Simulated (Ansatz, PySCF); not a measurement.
FGeH5SSi, SMILES F[SiH2][S][GeH3].

Coordinates come from a ωB97X-D3(BJ)/def2-SVP optimisation. The structure was generated by enumeration, and PubChem lists no compound with its InChIKey, so it may never have been made. Other conformers were not sampled.

Vertical ionisation energy (IE) and electron affinity (EA) in eV. Rows of orbital energies are one-electron estimates. Where ΔSCF, EOM or ADC give a negative EA the extra electron is unbound and the value depends on the basis.

```json
[
 {"level": "−ε(HOMO), −ε(LUMO), M06-2X/def2-TZVP (PySCF)", "IE": "?", "EA": "?"},
 {"level": "−ε(HOMO), −ε(LUMO), PBE/def2-TZVP (PySCF)", "IE": "6.48", "EA": "1.34"},
 {"level": "ΔSCF, CAM-B3LYP/def2-SVPD (Ansatz), final states of multiplicity 2 and 2", "IE": "9.78", "EA": "-0.85"},
 {"level": "ΔSCF, PBE/def2-SVPD (Ansatz), final states of multiplicity 2 and 2", "IE": "9.52", "EA": "-0.52"}
]
```

Task: What belongs in the gaps? (The exact figures need the calculation; the answer reports its results.)

Result: 
- −ε(HOMO), −ε(LUMO), M06-2X/def2-TZVP (PySCF), IE: 8.82
- −ε(HOMO), −ε(LUMO), M06-2X/def2-TZVP (PySCF), EA: -0.47

Task: What vertical singlet–triplet gap does ΔSCF give with CAM-B3LYP/def2-SVPD (Ansatz, a program for electronic structure) and with PBE/def2-SVPD (Ansatz)? (An estimate is asked for; the answer gives what the named calculation found.)

Result: 5.56 and 5.10 eV (triplet above singlet where positive).
